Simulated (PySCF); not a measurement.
A geometry optimisation on `CC(C)[C@@H]1C[C@H](F)[C@H](C)P1`.

Method: PBE0-D3(BJ)/def2-SVP geometry optimisation, gas phase (PySCF 2.14.0). Start geometry: GFN2-xTB. The input is one job of a driver script: a line of settings, then coordinates in Å.

Command:
```bash
OMP_NUM_THREADS=1 python probes_run.py task.json out
```

Input:
```
{"job": {"xc": "PBE0", "basis": "def2-SVP", "d3": "d3bj", "grid": 1, "shake": 0.01, "kind": "geom"}, "charge": 0, "multiplicity": 1}
C     -2.559960    -1.210340     0.142300
C     -1.725830     0.042520     0.412570
C     -2.558880     1.314580     0.189760
C     -0.440330     0.064570    -0.479550
C      0.451420    -1.142490    -0.301170
C      1.767910    -0.742750    -0.948870
F      2.753140    -1.697880    -0.703490
C      2.208530     0.634770    -0.418250
C      3.005920     0.544660     0.893340
P      0.585820     1.585730    -0.161670
H     -3.497910    -1.149920     0.743670
H     -2.042640    -2.098190     0.393520
H     -2.889840    -1.210670    -0.921850
H     -1.411830     0.018820     1.468950
H     -1.938470     2.189910     0.402180
H     -2.887430     1.385130    -0.823240
H     -3.401720     1.342330     0.855370
H     -0.803600     0.109940    -1.520080
H      0.625380    -1.336700     0.772550
H      0.028690    -2.034890    -0.740590
H      1.638680    -0.714220    -2.048020
H      2.803770     1.125020    -1.177450
H      3.954300     0.034330     0.664960
H      3.220160     1.542100     1.240430
H      2.481170    -0.020150     1.645920
H      0.565370     1.448390     1.224220
```

Task: Give the output.

Result: 
```
step   0  E = -754.69208629  max force = 0.036640
step   1  E = -754.69911458  max force = 0.008082
step   2  E = -754.69976581  max force = 0.001344
step   3  E = -754.69993081  max force = 0.001009
step   4  E = -754.70001949  max force = 0.001564
step   5  E = -754.70006780  max force = 0.000852
step   6  E = -754.70008541  max force = 0.000583
step   7  E = -754.70008944  max force = 0.000378
optimisation converged
```

Energies in Eh; «max force» is the largest Cartesian gradient component in Eh/bohr.

Task: Give the first gradient maximum in eV/Å.

Result: With 1 Eh/bohr = 51.422 eV/Å, 1.884 eV/Å.

In short: final energy -754.70009 Eh after 7 steps; dipole 1.19 D.

On one thread of an Arm Neoverse N1, shared host with 64 logical CPUs at a one-minute load of 55, this took 7.1 min wall and 0.97 GiB of memory at its peak.
Labels such as C1 count atoms from 1, the log's own numbers from 0.
